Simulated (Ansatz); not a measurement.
FGaH$_{7}$NSi$_{2}$ (`N[SiH2][SiH2][GaH][F]`) at its PBE0-D4/def2-TZVP geometry, where that method's forces vanish. The species carries charge 0 and has multiplicity 1.

```xyz
12

N     0.1281   -0.8579   -1.0066
Si   -1.3640   -0.0254   -0.3934
Si   -0.2946    1.0632    1.3769
Ga    1.6265    0.1767    0.1717
F     2.1695   -1.3595    0.9192
H     0.2329   -0.9002   -2.0136
H     0.2692   -1.7965   -0.6413
H    -2.4434   -1.0326   -0.2064
H    -1.7437    0.8796   -1.5113
H    -0.6249    0.4686    2.6991
H    -0.6138    2.5162    1.3876
H     2.6582    0.8679   -0.7819
```

Problem. What forces (eV/Å) does ωB97M-V/def2-TZVPP give on these atoms in Ansatz 0.2.0? (Estimate.)

Solution. Computed: 
```
N1   0.023 -0.036 -0.040
Si2 -0.201  0.034 -0.022
Si3  0.017  0.024  0.052
Ga4  0.014  0.199 -0.045
F5   0.009 -0.073  0.030
H6  -0.001 -0.017  0.035
H7   0.005  0.015 -0.022
H8   0.120  0.113 -0.028
H9   0.043 -0.099  0.111
H10  0.031  0.063 -0.149
H11  0.027 -0.162 -0.005
H12 -0.087 -0.059  0.081
```
